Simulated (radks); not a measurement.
The numbers below are computed, except where a source is named.
All-electron atom: Ca IV in [Ne] 3s2 3p5. Code: a radial shooting solver on a logarithmic mesh with Libxc functionals. Model: scalar-relativistic Kohn-Sham, BLYP, spin-polarised, spherical densities, finite nucleus; open shells are filled with parallel spins first; Fermi nuclear charge, rms radius 3.4776 fm.

Normalised radial functions P(r) = r R(r), r in bohr:

r         3s down    3p up
0.003556   0.0640   0.0012
0.004485   0.0791   0.0019
0.005701   0.0977   0.0029
0.00719    0.1192   0.0046
0.00914    0.1451   0.0072
0.01153    0.1735   0.0111
0.01454    0.2046   0.0170
0.01848    0.2379   0.0262
0.0233     0.2683   0.0396
0.02939    0.2926   0.0591
0.03736    0.3044   0.0880
0.04712    0.2942   0.1269
0.05942    0.2530   0.1785
0.07554    0.1679   0.2462
0.09526    0.0401   0.3229
0.1211    -0.1332   0.4056
0.1527    -0.3176   0.4728
0.1926    -0.4760   0.5033
0.2448    -0.5501   0.4643
0.3088    -0.4756   0.3303
0.3894    -0.2285   0.0914
0.495      0.1761  -0.2428
0.6243     0.6084  -0.5870
0.7873     0.9396  -0.8634
1.001      1.0525  -0.9857
1.262      0.9158  -0.9088
1.605      0.6209  -0.6776
2.024      0.3313  -0.4106
2.552      0.1333  -0.1951
3.244      0.0361  -0.0660
4.091      0.0065  -0.0156

3s down: eigenvalue -78.351 eV, 2 radial nodes at r = 0.101, 0.449 bohr, <r> = 1.13 bohr, 90 % of the charge inside 1.68 bohr. 3p up: eigenvalue -60.157 eV, 1 radial node at r = 0.418 bohr, <r> = 1.20 bohr, 90 % of the charge inside 1.84 bohr.
